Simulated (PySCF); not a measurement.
Excitation energy of Ne²⁺ by level of theory

Ne²⁺ [He] 2s2 2p4 (3P) → Ne²⁺ [He] 2s1 2p5 (3P), as a difference of total energies. All numbers are calculated (PySCF 2.14, no relativity, point nucleus, in aug-cc-pwCVTZ). Correlated levels: valence: 1s2 frozen. The calculations carry no spin-orbit coupling.

```
           method  excitation energy (eV)
              UHF                  26.545
    MP2 (valence)                  25.574
SCS-MP2 (valence)                  25.480
   CCSD (valence)                  25.378
CCSD(T) (valence)                  25.327
```

Problem. How much does correlation contribute at CCSD(T) (valence)?

Solution. 25.327 − (26.545) = -1.218 eV, measured against UHF.
